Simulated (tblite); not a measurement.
A tight-binding relaxation on `Cc1[c]cc(N)cc1F` [radical].

Computed with GFN2-xTB geometry optimisation, gas phase (tblite 0.8.0). Start geometry: from a force field or distance geometry. The input is one job of a driver script: a line of settings, then coordinates in Å.

Command:
```bash
OMP_NUM_THREADS=1 python probes_run.py task.json out
```

Input:
```
{"job": {"kind": "relax", "xc": "GFN2-xTB", "basis": "xTB"}, "charge": 0, "multiplicity": 2}
C      2.734100    -0.446400     0.168100
C      1.237000    -0.268100     0.109300
C      0.427200    -0.980600     0.998100
C     -0.967700    -0.789100     0.960400
C     -1.557800     0.089300     0.073500
N     -2.930100     0.288700     0.062200
C     -0.730000     0.819900    -0.795600
C      0.656700     0.636300    -0.756400
F      1.422800     1.342700    -1.596000
H      2.995200    -1.358700     0.711000
H      3.182900     0.406600     0.677300
H      3.134800    -0.525100    -0.840300
H     -1.582300    -1.358900     1.678600
H     -3.522700    -0.279700     0.642700
H     -3.360000     0.896400    -0.624400
H     -1.147700     1.535700    -1.479800
```

Estimate the output.

```
step      E/eV     max force
  0    -710.18082    3.127
  1    -710.34434    1.139
  2    -710.37843    0.509
  3    -710.39161    0.276
  4    -710.39590    0.168
  5    -710.39774    0.112
  6    -710.39893    0.114
  7    -710.40048    0.123
  8    -710.40178    0.114
  9    -710.40297    0.124
... (27 lines left out)
 37    -710.42047    0.010
 38    -710.42049    0.011
 39    -710.42051    0.012
 40    -710.42053    0.012
 41    -710.42054    0.012
 42    -710.42057    0.016
 43    -710.42060    0.020
 44    -710.42065    0.020
 45    -710.42069    0.013
 46    -710.42072    0.010
```

«max force» is the largest atomic force in eV/Å.

From which step on does the largest force stay under 0.1 eV/Å, and how much energy is left to gain from there?

From step 14 (0.083 eV/Å), 5.4 meV above the end.

Main results: energy lowered by 5.5 kcal/mol over 46 steps; largest atomic force 0.010 eV/Å at the end.

Give the final coordinates.

0.060 Å rms from the input after alignment:
```
atom  x, y, z in Å
C1     2.7375   -0.4556    0.1598
C2     1.2511   -0.2743    0.1430
C3     0.3705   -0.9305    0.9594
C4    -0.9792   -0.7883    0.9905
C5    -1.5654    0.1321    0.1042
N6    -2.9214    0.3762    0.1395
C7    -0.7292    0.8332   -0.7634
C8     0.6343    0.6240   -0.7329
F9     1.4105    1.3203   -1.5983
H10    2.9993   -1.3629    0.6967
H11    3.2138    0.3929    0.6518
H12    3.1252   -0.5114   -0.8558
H13   -1.6012   -1.3553    1.6666
H14   -3.4927   -0.3286    0.5763
H15   -3.3244    0.7909   -0.6851
H16   -1.1363    1.5461   -1.4637
```

Time: 0.27 s wall. Hardware: an Arm Neoverse V1 with one thread, no GPU, shared host.
Labels such as C1 count atoms from 1, the log's own numbers from 0.
